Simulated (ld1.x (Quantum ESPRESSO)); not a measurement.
## What one change does to a pseudopotential (Li (Z = 3), RRKJ)

* Element: lithium
* Generator: ld1.x (Quantum ESPRESSO) 7.5
* Type: norm-conserving RRKJ (Kleinman–Bylander form)
* Functional: PBE
* Relativity: scalar-relativistic
* Frozen core: [He]
* Valence charge: 1
* Reference configuration: 2s1 2p0
* Partial waves: 2s (bound): rc 3.15 bohr; 2p (bound, empty): rc 4.20 bohr; 3d channel at 0.35 Ry: rc 4.40 bohr
* Local potential: the d channel
* Core correction: Bessel-smoothed model core inside 3.20 bohr
* rho0: 0.01

All-electron outer shells of the reference configuration (PBE, scalar-relativistic, ld1.x):

```json
{"shell": "1s", "level (eV)": "-51.85", "outermost node (bohr)": "–", "outermost maximum (bohr)": "0.36"}
{"shell": "2s", "level (eV)": "-2.87", "outermost node (bohr)": "0.83", "outermost maximum (bohr)": "3.12"}
{"shell": "2p", "level (eV)": "-1.09", "outermost node (bohr)": "–", "outermost maximum (bohr)": "3.81"}
```

Change: wave 3d channel at 0.35 Ry: rc 4.40 bohr becomes 3d channel at 0.35 Ry: rc 6.32 bohr.

Cutoffs: the cutoffs (Ry, on a coarse ladder) from which the occupation-weighted sum of valence levels, in a spherical-Bessel basis at the reference potential, stays within 10 and 1 mRy of its value at 400 Ry; they do not see the model core or the augmentation charge, which bear on the density cutoff. Errors are all-electron minus pseudo energies relative to the spin-unpolarised reference configuration.

Task: What does the change do?

Result: The potential gets softer (10 Ry and 15 Ry → 8 Ry and 15 Ry); neither file shows a bound ghost. A larger radius leaves more room for a smooth pseudo-wave, so fewer plane waves are needed.

| quantity | base | changed |
| --- | --- | --- |
| cutoff, loose | 10 Ry | 8 Ry |
| cutoff, tight | 15 Ry | 15 Ry |
| bound ghosts | none | none |
| error for 2s0.5 2p0, meV [ΔE 2.05 eV] | +2.8 | +1.7 |
| error for 2s0 2p1, meV [ΔE 1.79 eV] | +8.5 | +8.0 |
